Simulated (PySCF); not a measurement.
**Electron correlation in N³⁺ (nitrogen, charge +3)**

[He] 2s2, closed-shell 1S. All numbers are calculated (PySCF 2.14, the spin-free X2C one-electron Hamiltonian (Gaussian nucleus), in x2c-TZVPPall (5s3p2d1f, 31 functions)). Frozen: 1s2; 2 electrons correlated.

With two correlated electrons CCSD is exact within the correlated space (frozen core and kept virtual orbitals).

```json
{"level": "CCSD", "correlation energy (mhartree)": "-85.33"}
```

Diagnostics: T1 = 0.0067, D1 = 0.0094, largest double amplitude 0.154.

A double-excitation amplitude exceeds 0.15, a sign of near-degeneracy.

Cost of the coupled-cluster step: of the order of 0.13 core-seconds, for 2 correlated electrons.

Iterations:

```
CC2 = 0
CCSD nocc = 1, nmo = 30
frozen orbitals [0]
max_cycle = 100
direct = 0
conv_tol = 1e-08
conv_tol_normt = 1e-06
diis_space = 8
diis_start_cycle = 0
Init t2, MP2 energy = -51.1595995822847  E_corr(MP2) -0.0492306242479805
Init E_corr(CCSD) = -0.0492306242479852
cycle = 1  E_corr(CCSD) = -0.0672334591167333  dE = -0.0180028349  norm(t1,t2) = 0.0646155
cycle = 2  E_corr(CCSD) = -0.0760904656997679  dE = -0.00885700658  norm(t1,t2) = 0.0335365
cycle = 3  E_corr(CCSD) = -0.0854597136213808  dE = -0.00936924792  norm(t1,t2) = 0.0173579
cycle = 4  E_corr(CCSD) = -0.0852847733315291  dE = 0.00017494029  norm(t1,t2) = 0.000247612
cycle = 5  E_corr(CCSD) = -0.0853377005554726  dE = -5.29272239e-05  norm(t1,t2) = 7.76218e-05
cycle = 6  E_corr(CCSD) = -0.0853267798596546  dE = 1.09206958e-05  norm(t1,t2) = 2.23013e-05
cycle = 7  E_corr(CCSD) = -0.0853253800732178  dE = 1.39978644e-06  norm(t1,t2) = 2.3677e-06
cycle = 8  E_corr(CCSD) = -0.0853254346661199  dE = -5.45929021e-08  norm(t1,t2) = 1.99971e-07
cycle = 9  E_corr(CCSD) = -0.0853254511902149  dE = -1.6524095e-08  norm(t1,t2) = 9.66977e-08
cycle = 10  E_corr(CCSD) = -0.0853254882715543  dE = -3.70813393e-08  norm(t1,t2) = 6.54644e-08
cycle = 11  E_corr(CCSD) = -0.0853254863800491  dE = 1.89150516e-09  norm(t1,t2) = 7.38382e-09
CCSD converged
E(CCSD) = -51.1956944444168  E_corr = -0.08532548638004911
```
